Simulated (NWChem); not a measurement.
**Correlation energy of isocyanic acid (CHNO)**

```xyz
4

N      1.1600    -0.0732     0.0000
C     -0.0468     0.0195     0.0000
O     -1.2104    -0.0341     0.0000
H      1.8440     0.6681     0.0000
```
Charge 0, spin multiplicity 1.

Program: NWChem. All single points use one geometry, from PBE0/def2-SVP, a minimum by its harmonic frequencies.

Basis set: STO-3G. Each correlation energy counts from its own Hartree-Fock reference.

The correlated methods keep 3 core orbitals frozen. Coupled-cluster values serve here as a point of comparison, not as the truth.

### Question
For the correlation energy, MP2 gives -196.6 mHa and SCS-MP2 gives -192.6 mHa. What do CCSD, CCSD+T(CCSD), CCSD(T) give?

### Answer
CCSD: -198.8 mHa; CCSD+T(CCSD): -218.8 mHa; CCSD(T): -215.7 mHa.
